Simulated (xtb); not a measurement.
CH$_{3}$S (SMILES [CH2-]S), charge -1, singlet, at a GFN2-xTB geometry; GFN2-xTB with ALPB(benzene) in xtb.

Here is a job for xtb.
```
$ xtb mol.xyz --gfn 2 --chrg -1 --alpb benzene --json

# file mol.xyz
5

C     -0.18310410     1.16138186     0.01505557
S     -0.04796709    -0.56372168    -0.01148952
H      1.29602576    -1.14309776     0.01927862
H      0.25755768     1.58118756     0.93632275
H      0.31251462     1.61316597    -0.86210237
```

What the program printed (banner, timings and long lists left out):

```
   ID    Z sym.   atoms
    1    6 C      1
    2   16 S      2
    3    1 H      3-5

           -------------------------------------------------
          |                Calculation Setup                |
           -------------------------------------------------

           -------------------------------------------------
          |                 G F N 2 - x T B                 |
           -------------------------------------------------

      * Solvation model:               ALPB
        Solvent                        benzene
        Parameter file                 internal GFN2-xTB/ALPB
        Dielectric constant                7.0000E+00
        Reference state                gsolv [1 M gas/solution]
        Free energy shift                  4.6744E-03 Eh       2.9333E+00 kcal/mol
        Temperature                        2.9815E+02 K
        Density                            8.6700E-01 kg/L
        Solvent mass                       7.8110E+01 g/mol
        Interaction kernel             P16
        Born radius scaling (c1)           1.6914E+00
        Born radii integrator          GBOBC
        Born offset                        0.0000E+00 a0       0.0000E+00 AA
        H-bond correction              false
        Ion screening                  false
        Surface tension                    1.0000E-05 Eh       1.5569E+01 dyn/cm
        Grid points                               230 per atom

          ...................................................
          :                      SETUP                      :
          :.................................................:
          :  # basis functions                  17          :
          :  # atomic orbitals                  16          :
          :  # shells                            8          :
          :  # electrons                        14          :
          :  max. iterations                   250          :
          :  Hamiltonian                  GFN2-xTB          :
          :  restarted?                      false          :
          :  GBSA solvation                   true          :
          :  PC potential                    false          :
          :  electronic temp.          300.0000000     K    :
          :  accuracy                    1.0000000          :
          :  -> integral cutoff          0.2500000E+02      :
          :  -> integral neglect         0.1000000E-07      :
          :  -> SCF convergence          0.1000000E-05 Eh   :
          :  -> wf. convergence          0.1000000E-03 e    :
          :  Broyden damping             0.4000000          :
          :  net charge                         -1          :
          :  unpaired electrons                  0          :
          ...................................................

 iter      E             dE          RMSdq      gap      omega  full diag
   1     -7.1223025 -0.712230E+01  0.557E+00    3.27       0.0  T
   2     -7.1486322 -0.263297E-01  0.308E+00    4.28       1.0  T
   3     -7.1524001 -0.376790E-02  0.165E+00    3.80       1.0  T
   4     -7.1530258 -0.625788E-03  0.382E-01    3.85       1.0  T
   5     -7.1530407 -0.148377E-04  0.121E-01    3.87       1.0  T
   6     -7.1530452 -0.446705E-05  0.499E-02    3.86       1.0  T
   7     -7.1530455 -0.364062E-06  0.109E-02    3.87       4.1  T
   8     -7.1530456 -0.670924E-07  0.371E-03    3.87      12.1  T
   9     -7.1530456 -0.169392E-08  0.157E-03    3.87      28.5  T
  10     -7.1530456 -0.390983E-08  0.270E-04    3.87     165.5  T
  11     -7.1530456 -0.235083E-10  0.653E-05    3.87     685.2  T

   *** convergence criteria satisfied after 11 iterations ***

         :::::::::::::::::::::::::::::::::::::::::::::::::::::
         ::                     SUMMARY                     ::
         :::::::::::::::::::::::::::::::::::::::::::::::::::::
         :: total energy              -7.106376793298 Eh    ::
         :: total w/o Gsasa/hb        -7.102988451612 Eh    ::
[...]
         :: add. restraining           0.000000000000 Eh    ::
         :: total charge              -1.000000000000 e     ::
         :::::::::::::::::::::::::::::::::::::::::::::::::::::

           -------------------------------------------------
          |                Property Printout                |
           -------------------------------------------------

    * Orbital Energies and Occupations

         #    Occupation            Energy/Eh            Energy/eV
      -------------------------------------------------------------
         1        2.0000           -0.6197437             -16.8641
         2        2.0000           -0.4743270             -12.9071
         3        2.0000           -0.4155782             -11.3085
         4        2.0000           -0.3880410             -10.5591
         5        2.0000           -0.3510481              -9.5525
         6        2.0000           -0.2910028              -7.9186
         7        2.0000           -0.2461829              -6.6990 (HOMO)
         8                         -0.1041109              -2.8330 (LUMO)
         9                         -0.0621353              -1.6908
        10                          0.0535644               1.4576
        11                          0.0703741               1.9150
        12                          0.0815029               2.2178
        13                          0.2601077               7.0779
        14                          0.3080965               8.3837
        15                          0.3140402               8.5455
        16                          0.5391668              14.6715
      -------------------------------------------------------------
                  HL-Gap            0.1420720 Eh            3.8660 eV
             Fermi-level           -0.1751469 Eh           -4.7660 eV

     #   Z          covCN         q      C6AA      α(0)
     1   6 C        2.819    -0.149    31.821     9.243
     2  16 S        1.875    -0.585   167.827    21.804
     3   1 H        0.900    -0.022     3.469     2.914
     4   1 H        0.923    -0.122     6.413     3.960
     5   1 H        0.923    -0.122     6.413     3.960

 Mol. C6AA /au·bohr⁶  :        650.701096
 Mol. C8AA /au·bohr⁸  :      21031.742284
 Mol. α(0) /au        :         41.881792

Wiberg/Mayer (AO) data.
largest (>0.10) Wiberg bond orders for each atom

 ---------------------------------------------------------------------------
     #   Z sym  total        # sym  WBO       # sym  WBO       # sym  WBO
 ---------------------------------------------------------------------------
     1   6 C    3.342 --     2 S    1.287     4 H    0.970     5 H    0.970
                             3 H    0.116
     2  16 S    2.191 --     1 C    1.287     3 H    0.879
     3   1 H    1.000 --     2 S    0.879     1 C    0.116
     4   1 H    0.985 --     1 C    0.970
     5   1 H    0.985 --     1 C    0.970
 ---------------------------------------------------------------------------

Topologies differ in total number of bonds
Writing topology from bond orders to xtbtopo.mol

molecular dipole:
                 x           y           z       tot (Debye)
 q only:       -0.080      -0.395      -0.009
   full:        0.544      -0.113       0.015       1.414
molecular quadrupole (traceless):
                xx          xy          yy          xz          yz          zz
 q only:        1.985      -0.340      -3.244       0.016      -0.091       1.259
  q+dip:        2.084       0.962      -4.284       0.014      -0.086       2.200
   full:        2.142       0.861      -3.854       0.028      -0.073       1.712

           -------------------------------------------------
          | TOTAL ENERGY               -7.106376793298 Eh   |
          | GRADIENT NORM               0.001618131987 Eh/α |
          | HOMO-LUMO GAP               3.865976029982 eV   |
           -------------------------------------------------

normal termination of xtb
```
